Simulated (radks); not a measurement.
Values are calculated unless marked as measured or tabulated.
Problem. These are the eigenvalues of the occupied orbitals of an atom or ion with whole-number occupations (eV). Code: a radial shooting solver on a logarithmic mesh with Libxc functionals. Model: Dirac Kohn-Sham, relativistic LDA (MacDonald-Vosko exchange, VWN5 correlation), spin-unpolarised, spherical densities, finite nucleus; Fermi nuclear charge, rms radius of each element as measured or else 0.836 A^(1/3) + 0.57 fm.

| orbital | eigenvalue |
|---|---|
| 1s1/2 | -35755.52 |
| 2s1/2 | -6899.139 |
| 2p1/2 | -6596.858 |
| 2p3/2 | -6271.635 |
| 3s1/2 | -2446.786 |
| 3p1/2 | -2329.401 |
| 3p3/2 | -2255.477 |
| 3d3/2 | -2067.540 |

Which element is it, and in what charge state? The configuration may be excited. Open shells, if any, fill j = l - 1/2 first.

Solution. Z = 54, xenon, charge +33: Xe33+ in [Ar] 3d3. The list shows which subshells hold electrons but not how many an open one holds; the 1s level, -1314 hartree, gives Z - s = 51.3 by -(Z - s)^2/2, which with screening and relativity narrows Z to a few neighbours, and the depths of the outer levels then fix element, charge and occupations together.
